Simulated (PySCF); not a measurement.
Input of a response calculation (the driver script's job line, then coordinates in Å):

```
{"job": {"kind": "uv", "xc": "PBE0", "basis": "def2-SVPD", "nstates": 8, "ntriplets": 3}, "charge": 0, "multiplicity": 1}
Br     1.914992    -0.806689    -0.584790
Si     0.002579     0.005021     0.160686
Br    -1.645884    -1.280657    -0.545744
Br    -0.275656     2.039573    -0.647926
H      0.012590     0.045604     1.600589
```

The calculation used TDDFT PBE0/def2-SVPD, vertical, gas phase, core orbitals frozen in the response in PySCF 2.14.0, density-fitted response routines. Job line and output are in the format of a driver script around the code.

Problem. Give the output.

Solution. 
```
coarse grid: 30880 points
cycle   1  E = -8010.6403364914  dE = -2.798e+00  |g| = 3.292e-01  |ddm| = 3.340e+00
cycle   2  E = -8010.6142750527  dE =  2.606e-02  |g| = 4.152e-01  |ddm| = 1.214e+00
cycle   3  E = -8010.6695780715  dE = -5.530e-02  |g| = 7.329e-02  |ddm| = 7.444e-01
cycle   4  E = -8010.6706134204  dE = -1.035e-03  |g| = 4.408e-03  |ddm| = 7.858e-02
cycle   5  E = -8010.6706158948  dE = -2.474e-06  |g| = 1.759e-03  |ddm| = 9.701e-03
final grid: 56520 points
cycle   6  E = -8010.6705316075  dE = -2.810e-07  |g| = 1.516e-03  |ddm| = 4.624e-03
cycle   7  E = -8010.6705316589  dE = -5.145e-08  |g| = 1.353e-03  |ddm| = 3.282e-03
cycle   8  E = -8010.6705320366  dE = -3.777e-07  |g| = 2.150e-04  |ddm| = 1.721e-03
cycle   9  E = -8010.6705320501  dE = -1.354e-08  |g| = 1.626e-05  |ddm| = 3.344e-04
cycle  10  E = -8010.6705320502  dE = -7.640e-11  |g| = 2.766e-06  |ddm| = 2.664e-05
converged SCF energy = -8010.6705320502

Static polarisability (au): isotropic 89.086, principal 72.284 97.479 97.495

Singlet excitations
state   eV       nm        f      main configurations
  1   5.9914    206.9   0.00000   H->L 0.98
  2   6.3920    194.0   0.02474   H-1->L 0.92
  3   6.3938    193.9   0.02476   H-2->L 0.92
  4   6.5216    190.1   0.01668   H-3->L 0.97
  5   6.8348    181.4   0.03527   H-5->L 0.54, H->L+1 0.29
  6   6.8363    181.4   0.03493   H-4->L 0.55, H->L+2 0.28
  7   6.9902    177.4   0.00961   H->L+1 0.63, H-5->L 0.28
  8   6.9917    177.3   0.00993   H->L+2 0.64, H-4->L 0.27

Triplet excitations (Tamm-Dancoff, eV): 5.6139 5.8737 5.8751
```

Geometry: GFN2-xTB; no solvent, vibrations or thermal averaging. The PBE0/def2-SVPD calculation is non-relativistic and has no spin–orbit coupling, an omission that weighs most on bromine.

The SCF starts on a coarse grid; the energy jumps when the final grid takes over, and dE counts afresh there. H and L stand for HOMO and LUMO.

The run took 20 s of wall time on one thread, Arm Neoverse V2, no GPU, on a shared host.
